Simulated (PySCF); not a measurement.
**Be₂: energy against distance**

Set-up: PySCF, no relativity, basis sets Be def2-SVPD. Energies in eV from Be + Be in their ground configurations at the same level. State: singlet, closed shell.

All columns are M06-L.

```csv
R (Å),E (eV),HOMO (eV),LUMO (eV),Mayer bond order,⟨S²⟩
2.171,-0.184,-4.27,-3.01,1.08,0.00
2.272,-0.284,-4.35,-2.87,0.96,0.00
2.373,-0.343,-4.42,-2.72,0.85,0.00
2.449,-0.365,-4.48,-2.62,0.78,0.00
2.525,-0.371,-4.53,-2.55,0.71,0.00
2.601,-0.364,-4.57,-2.55,0.65,0.00
2.702,-0.340,-4.64,-2.55,0.58,0.00
2.828,-0.298,-4.72,-2.54,0.49,0.00
2.979,-0.246,-4.83,-2.51,0.37,0.00
3.182,-0.188,-4.96,-2.48,0.26,0.00
```

Closed-shell solutions of metal pairs were not tested for spin polarisation, which can lower them a little. The bond is weak. Basis-set superposition, not corrected here, can be much of De in a small basis, most of all at correlated wavefunction levels. Functionals without a dispersion term scatter widely for such bonds, and LDA overbinds them.
